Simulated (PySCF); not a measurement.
CH6BeSSi, singlet, at a GFN2-xTB geometry (such geometries of metal compounds can be far from the true shape); DF-CAMB3LYP/def2-TZVPPD run with PySCF.

Here is a job for PySCF.
```python
from pyscf import gto, scf, dft

mol = gto.Mole()
mol.atom = '''
    Be    0.284665    0.129023    0.282748
    S    -0.080228   -0.525035   -1.467995
    C    -1.837602   -0.871155   -1.830388
    H    -2.196396   -1.659621   -1.177072
    H    -1.876810   -1.197159   -2.865456
    H    -2.424793    0.031864   -1.700904
    Si    1.003016    0.896297    2.196106
    H     0.576460    0.162917    3.395625
    H     0.593543    2.261810    2.550902
    H     2.456381    0.963433    2.390668
'''
mol.basis = 'def2-tzvppd'
mol.charge = 0
mol.spin = 0
mol.verbose = 4
mol.max_memory = 1800
mol.build()

mf = dft.RKS(mol)
mf.xc = 'camb3lyp'
mf = mf.density_fit(auxbasis='def2-universal-jkfit')
mf.kernel()
```

What the program printed (banner, timings and long lists left out):

```
PySCF version 2.14.0

[INPUT] verbose = 4
[INPUT] num. atoms = 10
[INPUT] num. electrons = 46
[INPUT] charge = 0
[INPUT] spin (= nelec alpha-beta = 2S) = 0
[INPUT] symmetry False subgroup None
[INPUT] Mole.unit = angstrom
[INPUT] Symbol           X                Y                Z      unit          X                Y                Z       unit  Magmom
[INPUT]  1 Be     0.284665000000   0.129023000000   0.282748000000 AA    0.537938887249   0.243818133770   0.534316282269 Bohr   0.0
[INPUT]  2 S     -0.080228000000  -0.525035000000  -1.467995000000 AA   -0.151608947522  -0.992172355811  -2.774108502231 Bohr   0.0
[INPUT]  3 C     -1.837602000000  -0.871155000000  -1.830388000000 AA   -3.472564505953  -1.646244362045  -3.458932021690 Bohr   0.0
[INPUT]  4 H     -2.196396000000  -1.659621000000  -1.177072000000 AA   -4.150586901090  -3.136229160577  -2.224343708894 Bohr   0.0
[INPUT]  5 H     -1.876810000000  -1.197159000000  -2.865456000000 AA   -3.546656887845  -2.262302637558  -5.414927061992 Bohr   0.0
[INPUT]  6 H     -2.424793000000   0.031864000000  -1.700904000000 AA   -4.582194678762   0.060214233233  -3.214242724177 Bohr   0.0
[INPUT]  7 Si     1.003016000000   0.896297000000   2.196106000000 AA    1.895425538557   1.693755856269   4.150038880514 Bohr   0.0
[INPUT]  8 H      0.576460000000   0.162917000000   3.395625000000 AA    1.089351521767   0.307868511036   6.416801271726 Bohr   0.0
[INPUT]  9 H      0.593543000000   2.261810000000   2.550902000000 AA    1.121633713153   4.274201445803   4.820506150605 Bohr   0.0
[INPUT] 10 H      2.456381000000   0.963433000000   2.390668000000 AA    4.641887347585   1.820624509368   4.517707774762 Bohr   0.0

nuclear repulsion = 152.130543061427
number of shells = 98
number of NR pGTOs = 338
number of NR cGTOs = 260
basis = def2-tzvppd
ecp = {}

******** <class 'pyscf.df.df_jk.DFRKS'> ********
method = DFRKS
initial guess = minao
damping factor = 0
level_shift factor = 0
DIIS = <class 'pyscf.scf.diis.CDIIS'>
diis_start_cycle = 1
diis_space = 8
diis_damp = 0
SCF conv_tol = 1e-09
SCF conv_tol_grad = None
SCF max_cycles = 50
direct_scf = False
XC library pyscf.dft.libxc version 7.1.2
    S. Lehtola, C. Steigemann, M. J. T. Oliveira, and M. A. L. Marques,  SoftwareX 7, 1–5 (2018)
XC functionals = camb3lyp
    T. Yanai, D. P. Tew, and N. C. Handy,  Chem. Phys. Lett. 393, 51 (2004)
radial grids:
    Treutler-Ahlrichs [JCP 102, 346 (1995); DOI:10.1063/1.469408] (M4) radial grids

becke partition: Becke, JCP 88, 2547 (1988); DOI:10.1063/1.454033
pruning grids: <function nwchem_prune>
grids dens level: 3
symmetrized grids: False
atomic radii adjust function: <function treutler_atomic_radii_adjust>
small_rho_cutoff = 0
Set gradient conv threshold to 3.16228e-05
Initial guess from minao.
tot grids = 124752
******** <class 'pyscf.df.df.DF'> ********
auxbasis = def2-universal-jkfit
Create RSH-DF object <pyscf.df.df.DF object> for omega=0.33
******** <class 'pyscf.df.df.DF'> ********
auxbasis = auxmol.basis = def2-universal-jkfit
init E= -744.206166976892
  HOMO = -0.307113750843931  LUMO = -0.0680849927552245  gap/eV = 6.50430
cycle= 1 E= -744.143061637688  delta_E= 0.0631  |g|= 0.271  |ddm|=  2.6
  HOMO = -0.272937091634816  LUMO = -0.0361587801456018  gap/eV = 6.44307
cycle= 2 E= -744.159710955383  delta_E= -0.0166  |g|= 0.217  |ddm|= 0.565
  HOMO = -0.31512691023044  LUMO = -0.029078228283538  gap/eV = 7.78378
cycle= 3 E= -744.172226995757  delta_E= -0.0125  |g|= 0.0368  |ddm|= 0.264
  HOMO = -0.31478650503805  LUMO = -0.0295468361011402  gap/eV = 7.76177
cycle= 4 E= -744.172570450128  delta_E= -0.000343  |g|= 0.00948  |ddm|= 0.0456
  HOMO = -0.315195601169162  LUMO = -0.0294657687882101  gap/eV = 7.77510
cycle= 5 E= -744.172602687351  delta_E= -3.22e-05  |g|= 0.0021  |ddm|= 0.0172
  HOMO = -0.315035929272209  LUMO = -0.0295859221298471  gap/eV = 7.76749
cycle= 6 E= -744.172604897012  delta_E= -2.21e-06  |g|= 0.000581  |ddm|= 0.00329
  HOMO = -0.315043148768584  LUMO = -0.0295423392675502  gap/eV = 7.76887
cycle= 7 E= -744.172605135678  delta_E= -2.39e-07  |g|= 0.000221  |ddm|= 0.00123
  HOMO = -0.315066164201188  LUMO = -0.02955164628181  gap/eV = 7.76925
cycle= 8 E= -744.172605162495  delta_E= -2.68e-08  |g|= 0.000102  |ddm|= 0.00036
  HOMO = -0.315072773227008  LUMO = -0.0295509036150747  gap/eV = 7.76945
cycle= 9 E= -744.172605168053  delta_E= -5.56e-09  |g|= 2.05e-05  |ddm|= 0.000177
  HOMO = -0.315070329290197  LUMO = -0.029548297417012  gap/eV = 7.76945
cycle= 10 E= -744.172605168424  delta_E= -3.71e-10  |g|= 6.23e-06  |ddm|= 5.07e-05
  HOMO = -0.315071847972941  LUMO = -0.0295489871900934  gap/eV = 7.76947
Extra cycle  E= -744.172605168453  delta_E= -2.94e-11  |g|= 3.51e-06  |ddm|= 1.47e-05
converged SCF energy = -744.172605168453
```
